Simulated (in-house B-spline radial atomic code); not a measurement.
Ionising the antimony ion Sb⁺ with different functionals

Computed with a radial B-spline atomic code at the basis-set limit: four-component Dirac-Coulomb Hamiltonian, Fermi nucleus of rms radius 4.6802 fm, spin-restricted, spherical fractional occupations for the functionals, and exact exchange of hybrids averaged over the configuration. The ionisation energy is the difference of two self-consistent energies, [Kr] 4d10 5s2 5p2 → [Kr] 4d10 5s2 5p1, without Breit or QED terms; ε is the level of the shell that loses the electron (mean over j). The electron is taken from both j subshells in proportion to 2j + 1, so the result is a j average, not the step between ground levels.

| method | rung | ΔSCF (eV) | -ε(5p) (eV) |
| --- | --- | --- | --- |
| B97-1 | global hybrid | 15.96 | 12.88 |
| HSE06 | range-separated hybrid | 16.09 | 12.78 |
| CAM-B3LYP | range-separated hybrid | 16.20 | 14.54 |
| wB97X | range-separated hybrid | 16.12 | 15.50 |

(1) Among the functionals, which spreads more, the ΔSCF values or the orbital energies?

(2) How do they compare with the NIST value?

Answers

(1) The orbital energies: ΔSCF values span about 0.25 eV and the orbital energies 2.72 eV; here energy differences depend much less on the functional than eigenvalues do.

(2) NIST lists 16.63 eV ± 0.025 (measured, ground level to ground level). Errors run from -0.67 to -0.42 eV; CAM-B3LYP is closest (-0.42 eV), but part of that can be cancellation, since the calculations leave out Breit-QED terms, spin polarisation, the choice among j levels, multiplet and fine-structure energies.
